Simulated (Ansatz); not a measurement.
Cost and result for the atomization energy of CH₆BGe (`C[B][GeH3]`) radical (9 atoms, 8 bonds).

Cartesian coordinates in Å:
```
C 1.653 0.386 -0.061
B 0.158 0.709 -0.174
Ge -1.599 -0.297 0.085
H 2.315 1.252 0.012
H 1.887 -0.108 -1.020
H 1.905 -0.340 0.720
H -2.367 -0.319 -1.249
H -2.463 0.474 1.101
H -1.488 -1.758 0.586
```

Total charge 0; spin multiplicity 2. Correlated methods include outer-core shells of Ge, which these sets cover unevenly. Scalar relativity is left out up to krypton. All single points use the PBE0-D4/def2-TZVP geometry. Program: Ansatz. All runs use 4 threads of an AMD EPYC 9R45 on a shared host. Times are those of one run each, without the atoms' runs, and a repeat can differ threefold. Electronic energies, without spin–orbit coupling; frozen cores. CCSD(T)/CBS adds CCSD(T) − MP2 in def2-TZVPP to the MP2 limit, and its time is that of the two runs behind it. T1 = 0.013; ⟨S²⟩ of the reference is 0.76. With those shells the extrapolation isn't a true limit.

CCSD(T)/CBS is a level of theory with its own doubt, some kJ/mol a heavy atom from the limit and from the frozen cores, so smaller differences don't rank the functionals.

| level | functions | wall time |
| --- | --- | --- |
| LDA (SPW92)/def2-TZVPP | 194 | 0.55 s |
| BLYP-D4/def2-TZVPP | 194 | 0.95 s |
| PBE-D4/def2-TZVPP (with forces) | 194 | 1.1 s |
| revPBE-D4/def2-TZVPP | 194 | 1.1 s |
| CAM-B3LYP-D4/def2-TZVPP | 194 | 1.8 s |
| PBE-QIDH/def2-TZVPP | 194 | 2 s |
| B2PLYP/def2-TZVPP | 194 | 2.1 s |
| r2SCANh-D4/def2-TZVPP | 194 | 2.2 s |
| CCSD(T)/def2-SVP | 90 | 3 s |
| ωB97M-V/def2-TZVPP (with forces) | 194 | 5 s |
| MP2/def2-QZVPP | 383 | 9 s |
| CCSD(T)/def2-TZVPP | 194 | 47 s |
| CCSD(T)/CBS(def2) | – | 56 s |

What atomization energy does each give, and how far from CCSD(T)/CBS? (Best estimate.)

Ansatz gave: 
```csv
level,atomization (kcal/mol),difference from CCSD(T)/CBS,per bond
LDA (SPW92)/def2-TZVPP,751.0,86.8,10.9
BLYP-D4/def2-TZVPP,660.5,-3.7,-0.5
PBE-D4/def2-TZVPP (with forces),672.0,7.8,1.0
revPBE-D4/def2-TZVPP,659.1,-5.1,-0.6
CAM-B3LYP-D4/def2-TZVPP,670.1,5.9,0.7
PBE-QIDH/def2-TZVPP,664.7,0.5,0.1
B2PLYP/def2-TZVPP,659.1,-5.1,-0.6
r2SCANh-D4/def2-TZVPP,671.9,7.7,1.0
CCSD(T)/def2-SVP,633.7,-30.5,-3.8
ωB97M-V/def2-TZVPP (with forces),663.6,-0.6,-0.1
MP2/def2-QZVPP,657.9,-6.3,-0.8
CCSD(T)/def2-TZVPP,652.7,-11.5,-1.4
CCSD(T)/CBS(def2),664.2,0.0,0.0
```

Leaving LDA and LC-ωPBE aside and taking each functional with its dispersion term where it has one, the values, not all of them listed here, spread over 18.4 kcal/mol, from BHLYP-D4 to B97M-V. LDA lies +82.3 kcal/mol from PBE without D4, its usual overbinding. From PBE to PBE0 (25 % exact exchange), in def2-TZVPP and without D4, the atomization energy moves by −3.3 kcal/mol: exact exchange takes away binding that semilocal exchange gives to molecules. In def2-TZVPP, CCSD(T) changes the Hartree–Fock value by +141.8 kcal/mol (the triples alone add +6.3 kcal/mol) and MP2 by +140.5 kcal/mol; breaking electron pairs costs correlation energy, which Hartree–Fock lacks.
